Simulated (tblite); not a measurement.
Parent: `[CH3:1][O:2][c:3]1[n:4][cH:5][cH:6][p:7][c:8]1[CH3:9]` with C1–O2–C3–N4 0°, C6H8NOP.

Computed geometry: GFN2-xTB, gas phase. One conformer each, not checked by frequencies here.

```
coordinate of the parent    value
                   C1–O2  1.413 Å
                   O2–C3  1.349 Å
                   C3–N4  1.321 Å
                   N4–C5  1.324 Å
                   C5–C6  1.374 Å
                   C6–P7  1.739 Å
                   P7–C8  1.733 Å
                   C8–C9  1.499 Å
                   C3–C8  1.403 Å
                C1–O2–C3   116.3°
                O2–C3–N4   117.3°
                O2–C3–C8   115.7°
                N4–C3–C8   127.0°
                C3–N4–C5   121.1°
                N4–C5–C6   126.5°
                C5–C6–P7   123.4°
                C6–P7–C8    99.9°
                P7–C8–C9   119.4°
                C3–C8–P7   122.1°
                C3–C8–C9   118.6°
```

Problem. How does the shared frame change in `[CH3:1][O:2][c:3]1[n:4][cH:5][cH:6][p:7][c:8]1[SiH3:9]` with C1–O2–C3–N4 0°, C5H8NOPSi? Atoms pair as C1 = C1, O2 = O2, C3 = C3, N4 = N4, C5 = C5, C6 = C6, P7 = P7, C8 = C8 (parent first).

Solution. 
```tsv
parent	relative	value in the relative	change
C1–O2	C1–O2	1.413 Å	0.000
O2–C3	O2–C3	1.349 Å	0.000
C3–N4	C3–N4	1.319 Å	-0.002
N4–C5	N4–C5	1.326 Å	+0.002
C5–C6	C5–C6	1.374 Å	0.000
C6–P7	C6–P7	1.743 Å	+0.004
P7–C8	P7–C8	1.729 Å	-0.004
C3–C8	C3–C8	1.396 Å	-0.007
C1–O2–C3	C1–O2–C3	117.1°	+0.8
O2–C3–N4	O2–C3–N4	117.8°	+0.5
O2–C3–C8	O2–C3–C8	113.5°	-2.2
N4–C3–C8	N4–C3–C8	128.6°	+1.6
C3–N4–C5	C3–N4–C5	120.1°	-1.0
N4–C5–C6	N4–C5–C6	126.6°	+0.1
C5–C6–P7	C5–C6–P7	123.4°	0.0
C6–P7–C8	C6–P7–C8	100.0°	+0.1
C3–C8–P7	C3–C8–P7	121.3°	-0.8
```

Of the parent's bonds, C3–C8 changes most (-0.007 Å). Bonds of the relative outside the shared frame: C8–Si9 1.887 Å. Point group Cs → Cs.

Problem. How does the shared frame change in `[CH3:1][O:2][c:3]1[n:4][cH:5][cH:6][p:7][c:8]1[F:9]` with C1–O2–C3–N4 -1°, C5H5FNOP? Atoms pair as C1 = C1, O2 = O2, C3 = C3, N4 = N4, C5 = C5, C6 = C6, P7 = P7, C8 = C8 (parent first).

Solution. 
```
  parent  relative  value in the relative  change
   C1–O2     C1–O2                1.414 Å  +0.001
   O2–C3     O2–C3                1.338 Å  -0.011
   C3–N4     C3–N4                1.320 Å  -0.001
   N4–C5     N4–C5                1.325 Å  +0.001
   C5–C6     C5–C6                1.374 Å   0.000
   C6–P7     C6–P7                1.741 Å  +0.002
   P7–C8     P7–C8                1.729 Å  -0.004
   C3–C8     C3–C8                1.403 Å   0.000
C1–O2–C3  C1–O2–C3                 116.5°    +0.2
O2–C3–N4  O2–C3–N4                 118.9°    +1.6
O2–C3–C8  O2–C3–C8                 116.9°    +1.2
N4–C3–C8  N4–C3–C8                 124.2°    -2.8
C3–N4–C5  C3–N4–C5                 121.3°    +0.2
N4–C5–C6  N4–C5–C6                 127.0°    +0.5
C5–C6–P7  C5–C6–P7                 124.3°    +0.9
C6–P7–C8  C6–P7–C8                  97.4°    -2.5
C3–C8–P7  C3–C8–P7                 125.8°    +3.7
```

Of the parent's bonds, O2–C3 changes most (-0.011 Å). Bonds of the relative outside the shared frame: C8–F9 1.353 Å. Point group Cs → Cs.
